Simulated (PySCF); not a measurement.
**`C1(=O)C[C@H](F)O[C@@H]1F`, C4H4F2O2**

Cartesian coordinates in Å; atom numbers follow the order of the lines, from 1:
```xyz
12

O     0.6176   -2.1065   -0.9067
C     0.3436   -1.0596   -0.4094
C    -1.0156   -0.4228   -0.2334
C    -0.6991    0.9190    0.4303
F    -0.7570    1.9177   -0.5094
O     0.5875    0.8287    0.9551
C     1.3438   -0.0523    0.2076
F     1.9860    0.5943   -0.8209
H    -1.6497   -1.0519    0.3904
H    -1.5016   -0.2868   -1.2004
H    -1.3757    1.2215    1.2369
H     2.1213   -0.5021    0.8340
```

The calculation used TDDFT wB97X-D/aug-cc-pVDZ circular dichroism and optical rotation, one conformer, gas phase in PySCF. Geometry: GFN2-xTB.

Problem. Draw the ECD and absorption spectra from the lowest 16 states, each a Gaussian of half-width 0.3 eV at 1/e height.

Solution. 
| E (eV) | λ (nm) | Δε (L mol⁻¹ cm⁻¹) | ε (L mol⁻¹ cm⁻¹) |
| --- | --- | --- | --- |
| 3.59 | 345 | -0.13 | 0.336 |
| 3.69 | 336 | -0.35 | 0.912 |
| 3.79 | 327 | -0.77 | 1.99 |
| 3.89 | 319 | -1.34 | 3.46 |
| 3.99 | 311 | -1.86 | 4.83 |
| 4.09 | 303 | -2.08 | 5.4 |
| 4.19 | 296 | -1.86 | 4.83 |
| 4.29 | 289 | -1.34 | 3.46 |
| 4.39 | 283 | -0.77 | 1.99 |
| 4.49 | 276 | -0.35 | 0.912 |
| 4.59 | 270 | -0.13 | 0.336 |
| 4.69 | 264 | -0.04 | 0.0989 |
| 4.79 | 259 | -0.01 | 0 |
| 4.89 | 254 | 0.00 | 0 |
| 4.99 | 249 | 0.00 | 0 |
| 5.09 | 244 | 0.00 | 0 |
| 5.19 | 239 | 0.00 | 0 |
| 5.29 | 234 | 0.00 | 0 |
| 5.39 | 230 | 0.00 | 0 |
| 5.49 | 226 | 0.00 | 0 |
| 5.59 | 222 | 0.00 | 0 |
| 5.69 | 218 | 0.00 | 0 |
| 5.79 | 214 | 0.00 | 0 |
| 5.89 | 211 | 0.00 | 0 |
| 5.99 | 207 | 0.00 | 0 |
| 6.09 | 204 | 0.00 | 0 |
| 6.19 | 200 | 0.00 | 0 |
| 6.29 | 197 | 0.00 | 0 |
| 6.39 | 194 | 0.00 | 0.243 |
| 6.49 | 191 | 0.00 | 1.49 |
| 6.59 | 188 | +0.01 | 7.28 |
| 6.69 | 185 | +0.04 | 28.6 |
| 6.79 | 183 | +0.12 | 90.2 |
| 6.89 | 180 | +0.31 | 229 |
| 6.99 | 177 | +0.64 | 469 |
| 7.09 | 175 | +1.06 | 782 |
| 7.19 | 172 | +1.47 | 1070 |
| 7.29 | 170 | +1.69 | 1220 |
| 7.39 | 168 | +1.65 | 1210 |
| 7.49 | 166 | +1.44 | 1080 |
| 7.59 | 163 | +1.33 | 966 |
| 7.69 | 161 | +1.81 | 980 |
| 7.79 | 159 | +3.29 | 1150 |
| 7.89 | 157 | +5.48 | 1420 |
| 7.99 | 155 | +7.13 | 1670 |
| 8.09 | 153 | +6.88 | 1860 |
| 8.19 | 151 | +4.77 | 2090 |
| 8.29 | 150 | +2.44 | 2460 |
| 8.39 | 148 | +1.35 | 2900 |
| 8.49 | 146 | +1.09 | 3260 |
| 8.59 | 144 | -0.16 | 3480 |
| 8.69 | 143 | -3.69 | 3780 |
| 8.79 | 141 | -8.86 | 4490 |
| 8.89 | 139 | -13.22 | 5620 |
| 8.99 | 138 | -14.10 | 6710 |
| 9.09 | 136 | -10.82 | 7080 |
| 9.19 | 135 | -5.48 | 6350 |

Δε uses R in velocity form, ε uses f in length form. Only the states computed contribute, so the short-wavelength end is incomplete.
